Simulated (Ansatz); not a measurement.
Steps of a relaxation of C₂H₂F₂Ge (`C#[C][GeH]([F])[F]`) with RKS PBE-D4/def2-SVP.

```sh
$ ansatz run in.yaml --threads 4 --pin off --events-out ev --progress --plain --max-ram 10444MiB
```

```yaml
crystal:
  periodic: [false, false, false]
  atoms:
    - {symbol: C, position_ang: [-0.014600, -0.704700, 1.932400]}
    - {symbol: C, position_ang: [-0.018000, -0.279400, 0.778100]}
    - {symbol: Ge, position_ang: [0.029500, 0.327300, -1.028700]}
    - {symbol: F, position_ang: [-1.011700, -0.570700, -1.989200]}
    - {symbol: F, position_ang: [-0.338100, 2.026800, -1.093300]}
    - {symbol: H, position_ang: [-0.106000, -0.980600, 2.921700]}
    - {symbol: H, position_ang: [1.520100, 0.113300, -1.566500]}
basis:
  gaussian: {orbitals: def2-SVP}
hamiltonian: {xc: pbe, dispersion: d4}
relax: {f_tol: 0.03, max_steps: 200}
```

Positions (Å) and forces (eV/Å) along the path, 6 of 6 steps:

```xyz
7
step=1 energy=-64028.8955 eV
C    -0.015   -0.705    1.932   -0.046    0.962   -2.481
C    -0.018   -0.279    0.778   -0.301   -0.050    0.113
Ge    0.029    0.327   -1.029    3.096    0.533    1.363
F    -1.012   -0.571   -1.989   -1.582   -0.916   -1.191
F    -0.338    2.027   -1.093   -0.304    0.000   -0.079
H    -0.106   -0.981    2.922   -0.032   -0.756    2.203
H     1.520    0.113   -1.567   -0.831    0.227    0.071
7
step=2 energy=-64029.1097 eV
C    -0.048   -0.689    1.932   -0.135    0.303   -0.391
C    -0.013   -0.277    0.776    0.172   -0.088   -0.204
Ge    0.136    0.299   -1.031    0.744    0.388    0.780
F    -1.033   -0.566   -1.941   -0.583   -0.370   -0.533
F    -0.352    1.976   -1.038   -0.004   -0.046   -0.131
H    -0.158   -0.977    2.959    0.048   -0.207    0.390
H     1.530    0.167   -1.702   -0.243    0.021    0.089
7
step=3 energy=-64029.1353 eV
C    -0.046   -0.692    1.940   -0.152    0.136    0.073
C    -0.010   -0.277    0.786    0.075   -0.038   -0.130
Ge    0.135    0.305   -1.011    0.018    0.113    0.118
F    -1.037   -0.559   -1.967   -0.072   -0.026   -0.025
F    -0.344    1.984   -1.089   -0.015   -0.088    0.018
H    -0.145   -0.999    2.976    0.081   -0.066   -0.051
H     1.509    0.170   -1.680    0.064   -0.030   -0.003
7
step=4 energy=-64029.1410 eV
C    -0.068   -0.667    1.939   -0.004   -0.021    0.057
C    -0.005   -0.279    0.777    0.010   -0.015    0.037
Ge    0.140    0.304   -1.009    0.013    0.033   -0.092
F    -1.041   -0.559   -1.961    0.002    0.009   -0.004
F    -0.350    1.977   -1.077   -0.005   -0.004   -0.008
H    -0.132   -1.008    2.965    0.000    0.003   -0.005
H     1.518    0.164   -1.679   -0.015   -0.005    0.014
7
step=5 energy=-64029.1411 eV
C    -0.068   -0.669    1.943    0.013    0.065   -0.198
C    -0.003   -0.281    0.778   -0.010   -0.069    0.209
Ge    0.140    0.305   -1.012   -0.003    0.004   -0.007
F    -1.041   -0.556   -1.965    0.003    0.004    0.001
F    -0.352    1.978   -1.081    0.000   -0.005   -0.002
H    -0.132   -1.009    2.969    0.000    0.003   -0.007
H     1.518    0.164   -1.678   -0.002   -0.002    0.005
7
step=6 energy=-64029.1413 eV
C    -0.067   -0.668    1.941   -0.001    0.000    0.000
C    -0.004   -0.281    0.779    0.001   -0.001    0.001
Ge    0.139    0.305   -1.011   -0.005   -0.001   -0.003
F    -1.041   -0.555   -1.966    0.002    0.002    0.002
F    -0.353    1.978   -1.081    0.001   -0.001   -0.001
H    -0.131   -1.009    2.968    0.001    0.000   -0.002
H     1.518    0.162   -1.676    0.000    0.001    0.002
```

It took 2.6 s on 4 threads of an AMD EPYC 9R45 on a shared host, with 0.16 GiB of host memory at the peak.
